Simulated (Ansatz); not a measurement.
Relaxation of BClFGeH₃ (7 atoms, charge 0, multiplicity 1), to a largest force component of 0.02 eV/Å in at most 50 steps.

Level of theory: RKS B3LYP/def2-SVP in Ansatz.

```xyz
7
Properties=species:S:1:pos:R:3
F 1.623 -1.648 0.328
B 0.249 -1.033 0.423
Cl -1.122 -1.959 1.264
Ge -0.051 0.800 -0.364
H 1.167 1.340 -1.033
H -0.592 1.763 0.764
H -1.212 0.669 -1.427
```

Task: Where does it end, and by what steps?

Result: The run converged. After 6 steps the energy has fallen by 0.753 eV; F1 moved furthest, 0.16 Å.

```json
{"step": "0", "energy less start (eV)": "0.0000", "largest force component (eV/Å)": "4.568", "accepted": "yes"}
{"step": "1", "energy less start (eV)": "-0.5827", "largest force component (eV/Å)": "2.415", "accepted": "yes"}
{"step": "2", "energy less start (eV)": "-0.6064", "largest force component (eV/Å)": "1.308", "accepted": "yes"}
{"step": "3", "energy less start (eV)": "-0.6378", "largest force component (eV/Å)": "1.433", "accepted": "yes"}
{"step": "4", "energy less start (eV)": "-0.7502", "largest force component (eV/Å)": "0.235", "accepted": "yes"}
{"step": "5", "energy less start (eV)": "-0.7525", "largest force component (eV/Å)": "0.033", "accepted": "yes"}
{"step": "6", "energy less start (eV)": "-0.7526", "largest force component (eV/Å)": "0.012", "accepted": "yes"}
```

```xyz
7
Properties=species:S:1:pos:R:3
F 1.464 -1.656 0.370
B 0.278 -1.085 0.440
Cl -1.001 -1.986 1.257
Ge -0.084 0.799 -0.375
H 1.177 1.395 -1.033
H -0.571 1.761 0.730
H -1.201 0.704 -1.436
```

Whether the end is a true minimum wasn't checked by a vibrational analysis.

Time of the run: 19 s on 2 threads of Arm Neoverse V1 (shared host), peak memory 0.2 GiB.
